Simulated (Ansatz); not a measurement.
Z-matrix (Å, degrees):
```
C
Si 1 1.871
H 1 1.093 2 111.1
H 1 1.094 2 110.9 3 -119.9
H 1 1.093 2 111.2 3 120.2
C 2 1.876 1 110.0 3 -178.0
C 2 1.870 1 110.6 3 60.4
C 2 1.889 1 109.2 3 -59.1
H 6 1.093 2 110.9 1 -55.5
H 6 1.096 2 111.9 1 -174.6
H 6 1.094 2 111.6 1 64.5
H 7 1.093 2 110.8 1 62.3
H 7 1.093 2 111.1 1 -57.4
H 7 1.093 2 111.5 1 -177.6
Ga 8 1.931 2 111.1 1 -163.7
H 8 1.094 2 109.9 1 75.8
H 8 1.093 2 111.0 1 -44.4
F 15 1.752 8 122.3 2 106.8
Cl 15 2.138 8 125.9 2 -69.5
```

The species carries charge 0 and has multiplicity 1.

Question: List the r2SCAN/def2-TZVPP orbital energies in eV (Ansatz 0.2.0). (Best estimate.)

Answer: The calculation gave: Occupied: -10122.98, -2753.11, -1790.81, -1245.09, -1101.55, -1101.44, -1101.40, -664.99, -273.25, -272.74, -272.68, -272.60, -254.48, -193.01, -192.90, -192.88, -148.81, -141.23, -101.78, -101.51, -101.42, -96.10, -96.08, -96.07, -29.59, -21.85, -21.32, -21.28, -21.22, -21.09, -20.25, -19.10, -17.98, -17.90, -17.83, -12.03, -11.81, -11.19, -10.88, -10.65, -10.55, -10.25, -10.02, -9.89, -9.70, -9.48, -9.41, -8.63, -8.22, -8.03, -7.89, -7.78, -7.43. Lowest empty: -1.41, -1.12, 0.84, 1.16, 1.46, 1.66, 1.80, 2.00.
